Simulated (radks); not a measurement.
The numbers below are computed, except where a source is named.
Valence configurations of neutral niobium (all share [Kr]). Code: a radial shooting solver on a logarithmic mesh with Libxc functionals. Model: scalar-relativistic Kohn-Sham, r2SCAN, spin-unpolarised, spherical densities, finite nucleus; meta-GGA in the generalised Kohn-Sham scheme; Fermi nuclear charge, rms radius 4.324 fm. Energies are relative to 4d4 5s1; eigenvalues in eV.

[
 {"valence": "4d3 5s2", "E (eV)": "-0.654", "e(4d)": "-4.583", "e(5p)": "-", "e(5s)": "-4.847"},
 {"valence": "4d3.5 5s1.5", "E (eV)": "-0.415", "e(4d)": "-3.723", "e(5p)": "-", "e(5s)": "-4.401"},
 {"valence": "4d4 5s1", "E (eV)": "0.000", "e(4d)": "-2.959", "e(5p)": "-", "e(5s)": "-3.927"},
 {"valence": "4d3 5s1.5 5p0.5", "E (eV)": "1.097", "e(4d)": "-5.183", "e(5p)": "-1.720", "e(5s)": "-5.196"},
 {"valence": "4d3.5 5s1 5p0.5", "E (eV)": "1.202", "e(4d)": "-4.327", "e(5p)": "-1.517", "e(5s)": "-4.719"},
 {"valence": "4d5", "E (eV)": "1.207", "e(4d)": "-1.758", "e(5p)": "-", "e(5s)": "-"},
 {"valence": "4d4 5s0.5 5p0.5", "E (eV)": "1.471", "e(4d)": "-3.561", "e(5p)": "-1.329", "e(5s)": "-4.249"},
 {"valence": "4d3 5s1 5p1", "E (eV)": "2.828", "e(4d)": "-5.745", "e(5p)": "-2.041", "e(5s)": "-5.492"},
 {"valence": "4d4 5p1", "E (eV)": "2.932", "e(4d)": "-4.116", "e(5p)": "-1.641", "e(5s)": "-"},
 {"valence": "4d3 5p2", "E (eV)": "6.267", "e(4d)": "-6.797", "e(5p)": "-2.564", "e(5s)": "-"}
]

NIST lists [Kr] 4d4 5s1 as the ground configuration; this level of theory puts 4d3 5s2 lower, by 0.654 eV. The energies are those of spherical spin-averaged densities, not of single terms.
